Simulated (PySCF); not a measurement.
**How methods differ on the excitation energy of Ni⁺**

Ni⁺ [Ar] 3d9 (2D) → Ni⁺ [Ar] 3d8 4s1 (4F), as a difference of total energies. All numbers are calculated (PySCF 2.14, no relativity, point nucleus, in def2-QZVPPD (11s6p5d4f2g, 100 functions)). Correlated levels: valence: [Ar] frozen; valence and next inner shell: [Ne] frozen. The calculations carry no spin-orbit coupling.

**Question.** Order these methods by the excitation energy they give, lowest first.
A. SCS-MP2 (valence)
B. MP2 (valence)
C. UHF
D. B3LYP

**Answer.** C (-0.701 eV), D (1.223 eV), A (1.689 eV), B (1.795 eV).

These non-relativistic numbers lack the scalar-relativistic shift.

Errors of the correlated levels include the incompleteness of this basis and the frozen core.

For comparison: 1.085 eV (measured; NIST levels, between the centres of gravity of the two terms).
